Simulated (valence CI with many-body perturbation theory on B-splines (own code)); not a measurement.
Questions on Hf³³⁺

Computed by relativistic CI+MBPT: three valence electrons over a frozen Dirac-Fock core [Kr], a basis of 9 s, 9 p, 10 d, 8 f, 5 g, 3 h, 1 i functions for each j, with the one-electron correlation potential Σ1, the two-electron term Σ2, the three-electron term Σ3, Breit, model QED; selected CI, second order for the rest (own B-spline code, finite nucleus).

The last digits are not significant, and no measured levels were compared; by estimate large intervals hold to a few tenths of a per cent, small ones and those within an open d or f shell to about a per cent. Only levels of the ground parity were solved; by the run's estimate the other parity begins above the list, which can be wrong where configurations are misplaced.

Levels are named by their leading jj configuration (3d3/2^4 stands for four electrons in 3d with j = 3/2), which in mixed levels can hold well under half, so a name can repeat and another be missing.

Rates and lifetimes use the calculated energies. Strong lines usually hold to 10 to 20 %, long lifetimes can be off by a factor of two.

Q: What is the ground level?

A: (4d3/2^3) J=3/2, composition 52 % 4d³ ⁴F + 35 % 4d³ ²D + 9 % 4d³ ²P, g = 0.675.

Q: How well does LS coupling describe the low levels?

A: Among the lowest 19 levels the leading LS term, summed over configurations, holds 58 % on average. For single configurations the figures are 58 % in LS and 94 % in jj coupling. Terms mix most in the J = 3/2 level at 120970 cm⁻¹, where the leading one holds 40 %.

Q: What is the ionisation energy?

A: 1363.6 eV; NIST lists 1362 ± 5 eV (theoretical).

Q: Name the longest-lived excited levels whose lifetime is computed, and their main decay.

A: (4d3/2^2 4d5/2) J=9/2 at 134050 cm⁻¹ lives 3.09 s, mostly by M1 to (4d3/2^2 4d5/2) J=7/2.
